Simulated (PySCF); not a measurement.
# Ce(45+): ionisation energy

Ce(45+) [Ne] 3s2 3p1 (2P) → Ce(46+) [Ne] 3s2 (1S), as a difference of total energies. Calculation: PySCF 2.14, in an even-tempered Gaussian basis (16 s from 8.8 bohr⁻², ratio 2.5; 10 p from 11 bohr⁻², ratio 2.5; 4 d from 46 bohr⁻², ratio 2.7; 4 f from 69 bohr⁻², ratio 2.7); no relativity, point nucleus. Correlated levels: outer shells: 1s2 frozen; virtual orbitals above 40 to 60 times the deepest correlated orbital energy dropped. The calculations carry no spin-orbit coupling.

```
                method  ionisation energy (eV)
                   UHF                  3523.1
                   LDA                  3525.1
                   PBE                  3526.1
                  PBE0                  3525.7
                r2SCAN                  3525.2
                 M06-L                  3523.8
                  MN15                  3538.4
    MP2 (outer shells)                  3523.2
SCS-MP2 (outer shells)                  3523.0
```

A first-order spin-orbit estimate (lowest level to lowest level, LS coupling) adds 58.148 eV.

The gap to the reference is mostly relativistic.

First order in ζ underestimates the shift of j = l − 1/2 levels at high Z.

For comparison: 3672 ± 4 eV (theoretical estimate listed by NIST; NIST Atomic Spectra Database, ionization energies).
